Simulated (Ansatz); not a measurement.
F₄OW, triplet, at a GFN2-xTB geometry (such geometries of metal compounds can be far from the true shape) (the multiplicity is a formal guess) (core potentials on W); HF/def2-SV(P) in Ansatz (a first-principles code).

Input for Ansatz:
Ansatz 0.2 input:
```yaml
crystal:
  periodic: [false, false, false]
  atoms:
    - {symbol: W, position_ang: [0.00598230, -0.11943623, 0.00686820]}
    - {symbol: O, position_ang: [0.77186584, -0.29401191, 1.58536866]}
    - {symbol: F, position_ang: [-1.38401109, 0.59329445, -0.98806262]}
    - {symbol: F, position_ang: [0.84075976, 1.65576388, 0.57782267]}
    - {symbol: F, position_ang: [1.08375515, 0.38021473, -1.46950309]}
    - {symbol: F, position_ang: [-1.27579459, -1.38589798, 0.41405455]}
basis:
  gaussian:
    orbitals: def2-SV_P_.json
    fitting: {mean_field: def2-universal-JKFIT}
hamiltonian:
  xc: hf
magnetization: {spin_polarized: true, initial_magnetization: 2}
```
The basis file holds def2-SV(P) in the JSON format of the Basis Set Exchange.

It wrote (shortened):

```
Functional definition: HF
612 factors; integrals over basis functions are off by at most 9.2e-2 eV
mean field evaluation 1: about -14645.6722 eV, gradient 4.8e1 eV
mean field evaluation 2: about -14646.6422 eV, gradient 5.0e1 eV
mean field evaluation 4: about -14655.8972 eV, gradient 1.8e0 eV
mean field evaluation 8: about -14655.9951 eV, gradient 2.9e-1 eV
mean field evaluation 16: about -14654.8851 eV, gradient 2.5e0 eV
mean field evaluation 32: about -14655.6076 eV, gradient 1.5e0 eV
mean field evaluation 64: about -14655.5918 eV, gradient 1.2e0 eV
mean field evaluation 96: about -14652.9570 eV, gradient 1.8e0 eV
mean field evaluation 128: about -14655.0146 eV, gradient 4.1e-1 eV
mean field evaluation 160: about -14653.6455 eV, gradient 1.4e0 eV
mean field -14656.00364745 eV, -538.5981998475 hartree, gradient 2.4e-5 eV, S^2 2.022623; 2 other end points of the search recorded, 0 dependent functions left out
reference -14656.00364745 eV, -538.5981998475 hartree; 30, 28 occupied and 65, 67 virtual orbitals, 612 factors
Total energy: -14656.00364745 eV, -538.5981998475 hartree
```
